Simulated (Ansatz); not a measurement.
CH6O3Zr (`[CH3][Zr]([OH])([OH])[OH]`), relaxed with RKS PBE0-D4/def2-TZVP in the Gaussian-basis code of Ansatz from a GFN2-xTB geometry. The force threshold is 0.005 eV/Å; the program also tests the step.

Charge 0, multiplicity 1. Zr takes the def2 core potential.

Start:

```xyz
11

C     1.313    0.310    0.941
Zr   -0.469   -0.111   -0.336
O    -1.773    1.125    0.252
O    -0.898   -1.916    0.032
O     0.131    0.194   -2.103
H     1.009    0.617    1.956
H     1.953   -0.584    1.036
H     1.926    1.120    0.512
H    -1.969    1.947   -0.214
H    -1.600   -2.188    0.635
H     0.378   -0.512   -2.713
```

Question: By how much does the energy fall, and how many steps does the optimiser take? (Best estimate.)

Answer: Ansatz gave: 8.95 kcal/mol, in 17 steps, 5 of them rejected.

Question: Which bonds change most? (Estimate.)

Answer: Computed: Zr2–O4 from 1.891 to 1.925 Å; Zr2–O3 from 1.891 to 1.925 Å; Zr2–O5 from 1.891 to 1.925 Å; O3–H9 from 0.966 to 0.952 Å.

Question: Give the relaxed structure. (Best estimate.)

Answer: Computed: 
```xyz
11

C     1.370    0.323    0.979
Zr   -0.414   -0.098   -0.296
O    -1.617    1.377   -0.002
O    -1.111   -1.779    0.332
O     0.251   -0.182   -2.101
H     1.093    0.392    2.037
H     2.121   -0.469    0.882
H     1.844    1.269    0.697
H    -2.276    2.059   -0.079
H    -1.662   -2.517    0.570
H     0.400   -0.375   -3.020
```
